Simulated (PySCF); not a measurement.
## F(2+) (fluorine, charge +2) across methods

[He] 2s2 2p3, high-spin 4S determinant. All numbers are calculated (PySCF 2.14, the non-relativistic Hamiltonian (point nucleus), in def2-QZVPPD (8s5p4d2f1g, 66 functions)).

```tsv
method	E (hartree)	mean ε 2s α (eV)	mean ε 2s β (eV)	mean ε 2p α (eV)	Σ⟨r²⟩ (bohr²)	⟨S²⟩
UHF	-97.61330	-88.088	-70.730	-63.892	4.982	3.754
r2SCAN	-97.7978	-72.789	-63.373	-52.814	5.002	3.752
PBE0	-97.7448	-74.959	-65.560	-54.828	5.019	3.752
PBE	-97.7249	-70.344	-63.202	-51.574	5.044	3.751
HSE06	-97.7527	-74.512	-65.130	-54.389	5.021	3.752
TPSSh	-97.8324	-73.100	-64.393	-53.191	5.016	3.752
PW91	-97.7834	-70.411	-63.273	-51.710	5.041	3.751
LDA	-97.1580	-69.862	-63.064	-51.613	5.064	3.751
```

Problem. Estimate the same row for wB97M-V.

Solution. E (hartree) = -97.8186; mean ε 2s α (eV) = -77.071; mean ε 2s β (eV) = -68.774; mean ε 2p α (eV) = -57.055; Σ⟨r²⟩ (bohr²) = 5.033; ⟨S²⟩ = 3.752.
